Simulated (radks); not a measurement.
Question: All-electron atom: Xe3+ in [Kr] 4d10 5s2 5p3. All-electron calculation, Dirac Kohn-Sham, LDA (Slater exchange, Perdew-Wang correlation), spin-unpolarised, spherical densities, finite nucleus; open shells fill j = l - 1/2 first; Fermi nuclear charge, rms radius 4.7859 fm. Program: a radial shooting solver on a logarithmic mesh with Libxc functionals. Some entries of the table are withheld. Estimate them.

| orbital | occ. | eigenvalue (eV) | <r^2> (bohr^2) | r(max) (bohr) |
|---|---|---|---|---|
| 1s1/2 | 2 | -34340.76 | 0.0009653 | 0.01717 |
| 2s1/2 | 2 | -5372.290 | 0.01546 | 0.09720 |
| 2p1/2 | 2 | (1) | 0.01140 | 0.07439 |
| 2p3/2 | 4 | (2) | 0.01268 | 0.07928 |
| 3s1/2 | 2 | -1125.202 | 0.1075 | 0.2795 |
| 3p1/2 | 2 | -991.8193 | 0.1022 | 0.2658 |
| 3p3/2 | 4 | -930.2636 | 0.1102 | 0.2767 |
| 3d3/2 | 4 | -694.5497 | (3) | 0.2239 |
| 3d5/2 | 6 | -681.5243 | (4) | 0.2270 |
| 4s1/2 | 2 | -230.1558 | 0.5803 | 0.6610 |
| 4p1/2 | 2 | -182.8685 | 0.6329 | 0.6764 |
| 4p3/2 | 4 | -170.4542 | 0.6814 | 0.7010 |
| 4d3/2 | 4 | -93.7683 | 0.8773 | 0.7428 |
| 4d5/2 | 6 | -91.7567 | 0.8991 | 0.7513 |
| 5s1/2 | 2 | -50.3376 | 3.412 | 1.579 |
| 5p1/2 | 2 | -38.2325 | 4.320 | 1.748 |
| 5p3/2 | 1 | -36.4929 | 4.631 | 1.814 |
| 5d3/2 | 0 | -20.3672 | (5) | 2.395 |
| 5d5/2 | 0 | -20.1731 | (6) | 2.419 |
| 6s1/2 | 0 | -18.1737 | 15.57 | 3.553 |
| 4f5/2 | 0 | -15.5330 | 4.958 | 1.154 |
| 4f7/2 | 0 | -15.4552 | 5.035 | 1.171 |
| 6p1/2 | 0 | -14.5599 | 20.27 | 4.047 |
| 6p3/2 | 0 | -14.1177 | 21.39 | 4.166 |

Answer: 
(1) 2p1/2 eigenvalue (eV): -5052.147
(2) 2p3/2 eigenvalue (eV): -4727.944
(3) 3d3/2 <r^2> (bohr^2): 0.09207
(4) 3d5/2 <r^2> (bohr^2): 0.09437
(5) 5d3/2 <r^2> (bohr^2): 8.429
(6) 5d5/2 <r^2> (bohr^2): 8.578
